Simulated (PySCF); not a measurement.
P²⁺ (phosphorus, charge +2): UHF calculation

Configuration: [Ne] 3s2 3p1, 2P determinant. All numbers are calculated (PySCF 2.14, no relativity, point nucleus, in pcseg-2 (5s4p2d1f, 34 functions)).

* Total energy: -339.640613 hartree
* One-electron energy: -459.3397 hartree
* Hartree (Coulomb) energy: 141.7426 hartree
* Exchange energy: -22.0435 hartree
* Kinetic energy: 340.27535 hartree
* ⟨S²⟩: 0.7619
* ⟨L²⟩: 2.036
* Sum of ⟨r⟩: 9.654 bohr
* Sum of ⟨r²⟩: 14.15 bohr²
* Traceless quadrupole moment −½Σ⟨3z² − r²⟩ along its main axis: -1.85 e·bohr²
* Density at the nucleus (Gaussians lack the cusp): 2140 bohr⁻³
* Spin density at the nucleus: 0.0833 bohr⁻³
* Langevin diamagnetic susceptibility: -11.2 ×10⁻⁶ cm³/mol
* Time after the integrals: 0.09 s of wall time on 1 thread of Intel(R) Xeon(R) Platinum 8375C CPU @ 2.90GHz (shared host)

```json
{"shell": "1s α", "electrons": "1", "mean orbital energy (eV)": "-2199.5", "spread (eV)": "0", "rms radius, mean of both spins (bohr)": "0.120"}
{"shell": "1s β", "electrons": "1", "mean orbital energy (eV)": "-2199.2", "spread (eV)": "0", "rms radius, mean of both spins (bohr)": "0.120"}
{"shell": "2s α", "electrons": "1", "mean orbital energy (eV)": "-228.17", "spread (eV)": "0", "rms radius, mean of both spins (bohr)": "0.562"}
{"shell": "2s β", "electrons": "1", "mean orbital energy (eV)": "-227.88", "spread (eV)": "0", "rms radius, mean of both spins (bohr)": "0.562"}
{"shell": "2p α", "electrons": "3", "mean orbital energy (eV)": "-170.79", "spread (eV)": "0.526", "rms radius, mean of both spins (bohr)": "0.539"}
{"shell": "2p β", "electrons": "3", "mean orbital energy (eV)": "-170.26", "spread (eV)": "0.651", "rms radius, mean of both spins (bohr)": "0.539"}
{"shell": "3s α", "electrons": "1", "mean orbital energy (eV)": "-40.017", "spread (eV)": "0", "rms radius, mean of both spins (bohr)": "1.90"}
{"shell": "3s β", "electrons": "1", "mean orbital energy (eV)": "-37.048", "spread (eV)": "0", "rms radius, mean of both spins (bohr)": "1.90"}
{"shell": "3p α", "electrons": "1", "mean orbital energy (eV)": "-29.930", "spread (eV)": "0", "rms radius, mean of both spins (bohr)": "2.13"}
```
